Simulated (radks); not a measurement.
Problem. These are the eigenvalues of the occupied orbitals of an atom or ion with whole-number occupations (hartree). Method: scalar-relativistic Kohn-Sham, BLYP, spin-polarised, spherical densities, finite nucleus; Fermi nuclear charge, rms radius of each element as measured or else 0.836 A^(1/3) + 0.57 fm; computed with a radial shooting solver on a logarithmic mesh with Libxc functionals.

orbital  eigenvalue
1s        -203.9698

Which element is it, and in what charge state? The configuration may be excited. Open shells, if any, are filled with parallel spins first.

Solution. Z = 21, scandium, charge +19: Sc19+ in [He]. The 1s level, -203.97 hartree, gives Z - s = 20.2 by -(Z - s)^2/2, which with screening and relativity narrows Z to a few neighbours, and with so few levels the electron count can be read from the list.
